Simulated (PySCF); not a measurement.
B(Cl)2(SiH3), H3BCl2Si, SMILES [SiH3]B(Cl)Cl, B3LYP/def2-SVP optimised geometry.

```
7

B      0.16     0.69     0.00
Cl    -0.67     2.24     0.00
Cl     1.92     0.69     0.00
Si    -0.92    -1.03    -0.02
H     -0.06    -2.24     0.11
H     -1.67    -1.11    -1.32
H     -1.92    -1.01     1.08
```

Density from B3LYP/def2-TZVP in PySCF at that geometry.

Minimum of the electron density along straight lines between bonded atoms, close to the bond critical point (lines longer than 1.1 times the sum of covalent radii, or with two minima, are not listed):

| bond | length / Å | ρ at the minimum / e bohr⁻³ | ∇²ρ there / e bohr⁻⁵ | position (fraction from the first atom) |
|---|---|---|---|---|
| B1–Cl2 | 1.761 | 0.150 | -0.04 | 0.30 |
| B1–Cl3 | 1.758 | 0.151 | -0.04 | 0.30 |
| B1–Si4 | 2.031 | 0.109 | … | 0.62 |
| Si4–H5 | 1.492 | 0.120 | 0.15 | 0.49 |
| Si4–H6 | 1.495 | 0.118 | 0.15 | 0.49 |
| Si4–H7 | 1.494 | 0.119 | 0.15 | 0.49 |

Problem. What belongs in the gaps?

Solution. 
- B1–Si4, ∇²ρ there / e bohr⁻⁵: -0.03
